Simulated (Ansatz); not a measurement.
A nudged elastic band was laid between two geometries of BrH + ClH3OSi (8 atoms, charge 0, multiplicity 1).

All numbers below come from RKS PBE0-D4/def2-SVP in Ansatz.

```yaml
movable_images: 7
climbing_image: yes
spring: 5.0 eV/Å²
optimiser: quadratic models (default)
start_path: through a guess of the saddle point
force_threshold: 0.05 eV/Å
iteration_limit: 60
end_points: relaxed
```

Image 0:

```xyz
8
Properties=species:S:1:pos:R:3
Si -0.213 0.290 -0.010
Cl 0.105 0.491 2.054
H 1.137 0.397 -0.628
H -1.122 1.382 -0.423
O -0.966 -1.133 -0.338
H -0.484 -1.945 -0.126
Br 1.319 -3.000 1.446
H 1.017 -1.749 2.083
```

Image 8:

```xyz
8
Properties=species:S:1:pos:R:3
Si 0.419 -0.233 -0.469
Cl -0.900 -1.109 2.903
H 0.837 -0.230 -1.889
H 0.289 1.133 0.103
O -0.953 -1.129 -0.351
H -1.326 -1.220 0.539
Br 2.098 -1.186 0.703
H 0.328 -1.294 2.519
```

(1) What changes between the two ends?

(2) Give the energies along the band, and the barrier.

(3) What is the geometry of the highest image?

The band took 44 iterations and of the order of 20 core-minutes.

## Answers

(1) Bonds broken: Si1–Cl2, Br7–H8. Bonds formed: Si1–Br7, Cl2–H8. BrH + ClH3OSi becomes BrH3OSi + ClH.

(2) The forces met the threshold. The highest image is number 4 of 0 to 8, 1.45 eV above the first end and 1.43 eV above the last; the last end lies 0.02 eV above the first. Neighbouring images differ by up to 1.2 eV, so the band resolves the path poorly. A vibrational analysis at the climbing image gives one clearly imaginary mode, 431i cm⁻¹: a first-order saddle point. The orbitals stay closed-shell, which can raise the energy where a bond breaks towards radicals; this wasn't checked here.

```json
{"image": "0", "path coordinate (Å)": "0.00", "energy (eV)": "0.00", "Si1–Cl2 (Å)": "2.10", "Br7–H8 (Å)": "1.44", "Si1–Br7 (Å)": "3.91"}
{"image": "1", "path coordinate (Å)": "1.58", "energy (eV)": "0.09", "Si1–Cl2 (Å)": "2.09", "Br7–H8 (Å)": "1.43", "Si1–Br7 (Å)": "4.07"}
{"image": "2", "path coordinate (Å)": "3.17", "energy (eV)": "0.12", "Si1–Cl2 (Å)": "2.09", "Br7–H8 (Å)": "1.43", "Si1–Br7 (Å)": "4.33"}
{"image": "3", "path coordinate (Å)": "4.75", "energy (eV)": "0.21", "Si1–Cl2 (Å)": "2.10", "Br7–H8 (Å)": "1.43", "Si1–Br7 (Å)": "3.85"}
{"image": "4", "path coordinate (Å)": "6.33", "energy (eV)": "1.45", "Si1–Cl2 (Å)": "2.47", "Br7–H8 (Å)": "1.64", "Si1–Br7 (Å)": "2.67"}
{"image": "5", "path coordinate (Å)": "6.83", "energy (eV)": "0.97", "Si1–Cl2 (Å)": "2.82", "Br7–H8 (Å)": "1.92", "Si1–Br7 (Å)": "2.44"}
{"image": "6", "path coordinate (Å)": "7.34", "energy (eV)": "0.39", "Si1–Cl2 (Å)": "3.19", "Br7–H8 (Å)": "2.12", "Si1–Br7 (Å)": "2.31"}
{"image": "7", "path coordinate (Å)": "7.85", "energy (eV)": "0.09", "Si1–Cl2 (Å)": "3.49", "Br7–H8 (Å)": "2.30", "Si1–Br7 (Å)": "2.27"}
{"image": "8", "path coordinate (Å)": "8.35", "energy (eV)": "0.02", "Si1–Cl2 (Å)": "3.72", "Br7–H8 (Å)": "2.54", "Si1–Br7 (Å)": "2.26"}
```

(3) 
```xyz
8
Properties=species:S:1:pos:R:3:forces:R:3
Si 0.131 -0.384 -0.080 0.00 0.00 0.00
Cl -0.590 -1.007 2.200 0.00 0.00 0.00
H 1.027 -0.674 -1.221 0.00 0.00 0.00
H 0.056 1.050 0.279 0.00 0.00 0.00
O -1.235 -1.128 -0.636 0.00 0.00 0.01
H -1.964 -1.213 -0.011 0.00 0.00 0.00
Br 2.360 -0.880 1.310 0.00 0.00 0.00
H 1.008 -1.031 2.218 0.00 0.00 0.00
```

Run time: 10 min on 2 threads of AMD EPYC 7B13 (Zen 3), on a shared host, peak memory 0.26 GiB.
